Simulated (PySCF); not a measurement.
C₄H₁₄OSi₂, SMILES CC(C)([SiH2][SiH2]O)C at its GFN2-xTB optimised geometry (Å):

```
21

C      2.8243    -0.7052     0.0000
C      1.2961    -0.7052     0.0000
C      0.7977    -1.4434     1.2423
C      0.7990    -1.4395    -1.2453
Si     0.6254     1.0989     0.0000
Si    -1.6439     1.2491    -0.3475
O     -2.2716    -0.0286     0.4549
H      3.2116    -0.1862     0.8744
H      3.2108    -0.2081    -0.8873
H      3.2083    -1.7258     0.0129
H      1.1583    -0.9608     2.1490
H      1.1529    -2.4746     1.2445
H     -0.2894    -1.4577     1.2720
H      1.1858    -2.4590    -1.2696
H     -0.2882    -1.4908    -1.2547
H      1.1268    -0.9329    -2.1516
H      1.0779     1.7238     1.2561
H      1.3374     1.8234    -1.0693
H     -2.0912     1.1706    -1.7473
H     -2.2648     2.4746     0.1757
H     -3.2116    -0.1813     0.5053
```

Calculation: CAM-B3LYP/def2-SVP in PySCF. Cells within 0.4 Å of a nucleus heavier than hydrogen are left out (blank, or x).

Map of the HOMO amplitude (bohr^(-3/2)) on the plane z = 0.0 Å; orbital energy -8.90 eV, overall sign arbitrary:

```
|3333333333333333333333333|
|3333333333333333333333333|
|3333333333333333333333333|
|3333333333333333333333333|
|3333344443333333333333333|
|3333444444333333333333333|
|3333445554333333333333333|
|3333445653222233333333333|
|3333445543111123333333333|
|3333444433000x34443333333|
|3333333332112xx6543333333|
|3333333332224687543333333|
|3333332343334799532233333|
|333333344433469x31x344333|
|333333344333343x01x654433|
|3333333333333310125654433|
|3333333333333322235754433|
|3333333333333333344544433|
|3333333333333444444444333|
|3333333333333444444443333|
|3333333333333444443333333|
|3333333333333333333333333|
|3333333333333333333333333|
|3333333333333333333333333|
|3333333333333333333333333|
```
Scale: ten equal steps from -0.125 (start of '0') to 0.204 (end of '9'), in the order '0123456789'; x runs from -5.50 to 5.50, y from -5.50 (bottom) to 5.50 (top).
